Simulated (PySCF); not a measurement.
## From a computed spectrum to the compound

A species of 3 atoms with charge 3 has these harmonic modes (PBE0, small Gaussian bases with core potentials, PySCF 2.14.0):

```json
{"cm⁻¹": "282", "km/mol": "7.6", "symmetry": "σ+"}
{"cm⁻¹": "285", "km/mol": "0.1", "symmetry": "π"}
{"cm⁻¹": "285", "km/mol": "0.1", "symmetry": "π"}
{"cm⁻¹": "2423", "km/mol": "3.5", "symmetry": "σ+"}
```

Question: Which species is it, and in which structure?

Answer: [Lu(CO)]3+ (singlet):
```xyz
3

Lu    0.0000    0.0000   -0.4244
C     0.0000    0.0000    2.0180
O     0.0000    0.0000    3.1282
```
Ideal gas at 298.15 K and 1 bar: S = 268.7 J/(mol K), Cp = 50.5 J/(mol K), H − H(0 K) = 12.1 kJ/mol (rigid rotor, harmonic modes, spin degeneracy alone). 
 The answer isn't unique; the calculation gave this one.
